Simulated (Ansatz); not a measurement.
This geometry of BCl2F + H2 (6 atoms, charge 0, multiplicity 1) is a first-order saddle point.

These are results of Ansatz 0.2.0, RKS PBE0-D4/def2-SVP, not measurements.

```xyz
6
Properties=species:S:1:pos:R:3
B 0.015 -0.297 -0.015
F 0.017 0.061 1.551
Cl 1.536 0.195 -0.761
Cl -1.530 0.139 -0.745
H 0.040 -1.580 0.314
H 0.035 -1.044 1.249
```

Question: Which two structures does it join? (They come from a converged band through this point; their orientation in space is the band's.)

Answer: Bonds broken: B1–F2, H5–H6. Bonds formed: B1–H5, F2–H6. BCl2F + H2 becomes BCl2H + FH.

Image 0:

```xyz
6
Properties=species:S:1:pos:R:3
B -0.003 0.514 -0.080
F -0.005 0.801 1.200
Cl 1.517 0.369 -0.919
Cl -1.522 0.299 -0.906
H 0.063 -2.450 0.823
H 0.062 -2.059 1.476
```

Image 6:

```xyz
6
Properties=species:S:1:pos:R:3
B 0.016 -0.481 -0.546
F 0.017 -0.075 1.929
Cl 1.510 0.342 -0.901
Cl -1.516 0.277 -0.889
H 0.042 -1.634 -0.209
H 0.042 -0.955 2.209
```

Question: How far does it lie above each of them?

Answer: 1.90 eV above the first and 0.67 eV above the second. This is the barrier of this one path; another mechanism may lie lower. The orbitals stay closed-shell, which can raise the energy where a bond breaks towards radicals; this wasn't checked here.

The run took 99 s on 2 threads of Arm Neoverse V1, with other jobs on the host, peak memory 0.14 GiB.
